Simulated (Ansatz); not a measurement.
Isolated molecules relaxed with PBE0-D4/def2-TZVP in Ansatz; ΔE leaves out vibrations. CCSD(T)/CBS adds triple-zeta CCSD(T) − MP2 to the extrapolated MP2 energy (def2 sets, frozen cores). This one scheme is used for every species. DFT in def2-TZVPP. HSE06 is defined as in plane-wave codes. Each species was taken in one conformer, which may not be the lowest.

Consider the hydrogenolysis of a B–Cl bond: `[SiH3]OBCl` + H₂ → `BO[SiH3]` + HCl.

(1) Is it downhill or uphill in electronic energy at CCSD(T)/CBS, and by how much? (An estimate is asked.)

(2) What do these levels give: LDA (SPW92), BLYP-D4, r2SCAN0-D4, HSE06-D4, CAM-B3LYP-D4, PBE-QIDH, r2SCANh, RPA@PBE/def2-TZVPP, HF/def2-SVP, CCSD(T)/def2-SVP, MP2/def2-QZVPP, HF/CBS(def2)? (Estimate.)

Largest T1 diagnostic among the species: 0.013.

Results:

(1) The calculation gave: Uphill: ΔE = +19.8 kcal/mol.

(2) Ansatz gave: LDA (SPW92) 21.8, BLYP-D4 20.8, r2SCAN0-D4 21.0, HSE06-D4 20.4, CAM-B3LYP-D4 18.9, PBE-QIDH 20.1, r2SCANh 21.3, RPA@PBE/def2-TZVPP 18.0, HF/def2-SVP 17.0, CCSD(T)/def2-SVP 20.8, MP2/def2-QZVPP 21.4, HF/CBS(def2) 15.1 kcal/mol.

From BLYP to BHLYP (50 % exact exchange), in def2-TZVPP and without D4, ΔE moves by −1.0 kcal/mol. In def2-TZVPP, CCSD(T) changes the Hartree–Fock value by +4.0 kcal/mol (the triples alone add +1.2 kcal/mol) and MP2 by +5.8 kcal/mol. The D4 term adds +1.9 kcal/mol with B3LYP and +1.0 kcal/mol with PBE0; it sums over pairs of atoms, weighted by their polarisabilities, and B3LYP, whose exchange is more repulsive, gets the larger term.

B3LYP here is the variant with VWN-RPA as its local correlation; programs differ in this.
